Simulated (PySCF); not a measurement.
**Shapes and spin states of ZrFCl**

Computed with PBE0/[Zr def2-TZVP with ECP28, F def2-TZVP, Cl def2-TZVP], scalar-relativistic core potentials, density fitting, no spin–orbit coupling, PySCF.

Relaxations began from a few typed shapes and spin states; open shells are unrestricted. The search is not exhaustive: other isomers or separated fragments can lie lower, and high-lying points may rest on an excited occupation.

(1) Order these stationary points by electronic energy, lowest first, in kJ/mol from the lowest minimum.
A. triplet C∞v: Zr–Cl 2.376 Å, Zr–F 1.925 Å; Cl–Zr–F 180.0°
B. singlet (closed shell, unstable to spin polarisation) C∞v: Zr–Cl 2.324 Å, Zr–F 1.916 Å; Cl–Zr–F 180.0°
C. triplet Cs: Zr–Cl 2.359 Å, Zr–F 1.909 Å; Cl–Zr–F 142.7°
D. broken-symmetry Ms = 0 (⟨S²⟩ 0.95) Cs: Zr–Cl 2.342 Å, Zr–F 1.903 Å; Cl–Zr–F 138.2°
E. broken-symmetry Ms = 0 (⟨S²⟩ 0.94) Cs: Zr–Cl 2.335 Å, Zr–F 1.896 Å; Cl–Zr–F 131.1°
F. singlet (closed shell, unstable to spin polarisation) Cs: Zr–Cl 2.289 Å, Zr–F 1.868 Å; Cl–Zr–F 116.3°

(2) Which of them are minima?

Results:

(1) C (0.0), A (6.3), E (13.4), D (16.6), F (59.7), B (94.2).

(2) By energy in kJ/mol, 0.0: minimum; 6.3: saddle point, 2 imaginary modes; 13.4: minimum; 16.6: minimum; 59.7: minimum of the closed-shell surface only; 94.2: saddle point, 2 imaginary modes.

Formally Zr is in oxidation state +2, d2, with 2 unpaired electrons (the high-spin count). The Mulliken spin on Zr is 2.05. The polar-tensor charge on Zr, 1.13, is far below the formal one.

For the lowest minimum: open d and f shells are described by one determinant, and the ground state may have another occupation or spin.

The electron or spin density has lower symmetry than the nuclear frame for the broken-symmetry Ms = 0 (⟨S²⟩ 0.94) Cs at 13.4 kJ/mol.
